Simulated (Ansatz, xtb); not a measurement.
# Relative energy of two isomers of CH5OSn+

Structure I is `C[OH+][SnH]`, a singlet and structure II is `[CH3][Sn][OH2+]`, a singlet. Both are isolated ions in the gas phase, relaxed with PBE0-D3(BJ)/def2-SVP; the shapes shown needn't be the lowest conformers.

I (Å):

```yaml
atoms:
  - { symbol: C, position_ang: [-0.5414, -0.9706, 0.0836] }
  - { symbol: O, position_ang: [-0.2342, 0.1568, 0.9406] }
  - { symbol: Sn, position_ang: [1.5993, 1.4236, 1.1167] }
  - { symbol: H, position_ang: [0.3427, -1.1461, -0.5392] }
  - { symbol: H, position_ang: [-1.4040, -0.7241, -0.5495] }
  - { symbol: H, position_ang: [-0.7469, -1.8544, 0.7019] }
  - { symbol: H, position_ang: [-0.9858, 0.3583, 1.5194] }
  - { symbol: H, position_ang: [2.2345, 0.3790, -0.1629] }
```

II (Å):

```xyz
8

C    -0.5881   -0.5138    0.2577
O     2.1405    0.8523    0.1367
Sn    0.9663   -0.2919    1.7403
H     1.8449    1.0338   -0.7691
H    -1.4400   -1.0721    0.6771
H    -0.2154   -1.0669   -0.6220
H     3.0222    1.2408    0.2448
H    -0.9554    0.4718   -0.0772
```

Question: Estimate E(II) − E(I) at the level CCSD(T)/def2-TZVP.

Answer: Calculated at CCSD(T)/def2-TZVP: E(II) − E(I) = −0.899 eV, so structure II lies lower.

The same difference at several levels:

```
               level              geometry  E(II) − E(I) (eV)  departure from the last row (eV)  job, with rough time for the two
            GFN2-xTB              GFN2-xTB              −0.462                            +0.437              optimisation, 0.29 s
           HF/STO-3G              GFN2-xTB              −0.464                            +0.435               single point, 1.6 s
  r2SCAN-D4/def2-SVP              GFN2-xTB              −0.801                            +0.098               single point, 6.9 s
PBE0-D3(BJ)/def2-SVP  PBE0-D3(BJ)/def2-SVP              −0.788                            +0.111                optimisation, 73 s
        HF/def2-TZVP  PBE0-D3(BJ)/def2-SVP              −0.694                            +0.205           part of the CCSD(T) run
       MP2/def2-TZVP  PBE0-D3(BJ)/def2-SVP              −1.017                            −0.118           part of the CCSD(T) run
   CCSD(T)/def2-TZVP  PBE0-D3(BJ)/def2-SVP              −0.899                                                 single point, 3 min
```

As drawn, II has 1 C–Sn, 1 O–H in place of 1 C–O, 1 Sn–H.

None of the levels shown reverses the order. The largest departure from CCSD(T)/def2-TZVP is that of GFN2-xTB, 0.437 eV.

With harmonic frequencies from PBE0-D3(BJ)/def2-SVP (ideal gas, rigid rotor, one conformer each, 298.15 K, 1 atm): on the last row, ΔE + ΔZPE = −0.898, ΔH = −0.880, ΔG = −0.919 eV.

The correlated steps freeze 6 core orbitals; the filled d shell of Sn is correlated, in a basis made for valence electrons. Atoms past krypton carry core potentials in the def2 sets, other sets are all-electron and non-relativistic, and no spin–orbit term is included. Programs: Ansatz 0.2.0, xtb 6.7.1; the last row on 1 thread of Arm Neoverse N1 on a shared host.
